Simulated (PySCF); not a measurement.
## Broadened absorption spectrum of Ge(GeH3)2Cl2

Compound: Ge(GeH3)2Cl2.
InChI=1S/Cl2Ge3H6/c1-5(2,3)4/h3-4H3

Computed with TDDFT wB97X-D/def2-SVPD, vertical, gas phase, core orbitals frozen in the response in PySCF. Geometry: PBE0-D3(BJ)/def2-SVP; no solvent, vibrations or thermal averaging. Relativistic effects, spin–orbit coupling among them, are left out although an element past zinc is present.

Computed states:

```
state  E (eV)       f
   S1    5.65   0.036
   S2    5.91  0.0002
   S3    6.40   0.618
   S4    6.77  0.0032
   S5    6.90   0.090
   S6    7.05  0.0000
   S7    7.21   0.022
   S8    7.26  0.0010
   S9    7.56  0.0046
  S10    7.58   0.042
  S11    7.62   0.088
  S12    7.71   0.020
  S13    7.77   0.121
  S14    7.91   0.038
  S15    7.92  0.0008
```

Broadening: Gaussians 0.5 eV wide at half height, area fixed by f = 4.319×10⁻⁹ ∫ε dν̃. The cross-section is σ = 3.8235×10⁻²¹ ε cm², given in Mb (10⁻¹⁸ cm²). The width is an assumption, not a result. The curve ends short of the highest state used, and states not computed would add to its high-energy end.

(1) Give the broadened spectrum and its maxima.

(2) On this curve, what absorbance would a 10⁻⁵ mol/L sample give at 248 nm over a 1 cm path?

(3) Does any computed singlet lie in the visible range?

(4) Coming from long wavelengths, where does ε first pass 100 L mol⁻¹ cm⁻¹?

Results:

(1) 
E (eV), σ (Mb) and a bar:
```
     4.90       0.01 
     4.95       0.03 
     4.99       0.06 
     5.04       0.11 
     5.08       0.19 
     5.12       0.31 
     5.17       0.55 
     5.21       0.83 
     5.26       1.32 
     5.30       1.83 
     5.34       2.47 #
     5.39       3.40 #
     5.43       4.22 #
     5.47       5.06 #
     5.52       6.05 #
     5.56       6.72 ##
     5.61       7.33 ##
     5.65       7.62 ##
     5.69       7.75 ##
     5.74       7.84 ##
     5.78       8.04 ##
     5.83       8.82 ##
     5.87      10.23 ##
     5.91      12.72 ###
     5.96      17.90 ####
     6.00      24.09 ######
     6.05      34.74 ########
     6.09      45.62 ###########
     6.13      58.32 ##############
     6.18      75.90 ##################
     6.22      90.27 #####################
     6.27     106.87 #########################
     6.31     117.66 ###########################
     6.35     125.14 #############################
     6.40     128.81 ##############################
     6.44     126.94 ##############################
     6.49     119.08 ############################
     6.53     109.32 #########################
     6.57      97.59 #######################
     6.62      81.90 ###################
     6.66      69.77 ################
     6.70      58.85 ##############
     6.75      47.55 ###########
     6.79      40.50 #########
     6.84      33.94 ########
     6.88      30.09 #######
     6.92      27.12 ######
     6.97      24.19 ######
     7.01      22.23 #####
     7.06      20.12 #####
     7.10      18.74 ####
     7.14      17.74 ####
     7.19      17.24 ####
     7.23      17.62 ####
     7.28      19.26 ####
     7.32      21.61 #####
```

Maxima: 194 nm (6.40 eV), ε about 34000, made up of S3 (99%) (ε in L mol⁻¹ cm⁻¹; maxima over ε = 5, shares over 10%). At its high-energy end, 7.32 eV, the curve is still rising (ε about 5700, from S5, S7, S10, S11 and S13).

(2) 248 nm is 4.999 eV, where ε is about 17 L mol⁻¹ cm⁻¹, so A = ε c l ≈ 0.00017 (Beer–Lambert, with the gas-phase spectrum and the assumed width).

(3) No computed singlet lies in the visible range (380 to 750 nm); the lowest, at 219 nm, stands 2.39 eV above its violet end (3.26 eV).

(4) At about 241 nm (5.14 eV), 0.51 eV below S1.
